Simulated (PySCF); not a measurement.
Ligands exchanged one at a time, B OH-NH2. Gas-phase values, no solvent. One relaxed conformer stands for each flexible species; it need not be the lowest. Strings in code marks are SMILES.

All values below come from TPSSh-D3(BJ)/def2-TZVP // CAM-B3LYP-D3(BJ)/def2-TZVP in PySCF. All candidates: neutral, multiplicity 1. Excitations are Tamm–Dancoff values on a coarser integration grid. The basis has no diffuse functions, so Rydberg states are missing or too high.

```yaml
S1 excitation (TDA): 5.84 eV
HOMO: -5.70 eV
HOMO–LUMO gap: 6.34 eV
```

Question: Say which member has these values.
A) `NB(N)O` (N–B–O–H torsion 180°)
B) `NB(O)O` (O–B–O–H torsion 0°, O–B–O–H torsion 180°)
C) `NB(N)N`
D) `OB(O)O`

Answer: C, `NB(N)N`. The others give `OB(O)O`: 7.54 eV, -8.19 eV, 8.06 eV; `NB(N)O` (N–B–O–H torsion 180°): 5.93 eV, -5.98 eV, 6.44 eV; `NB(O)O` (O–B–O–H torsion 0°, O–B–O–H torsion 180°): 6.50 eV, -6.73 eV, 7.04 eV
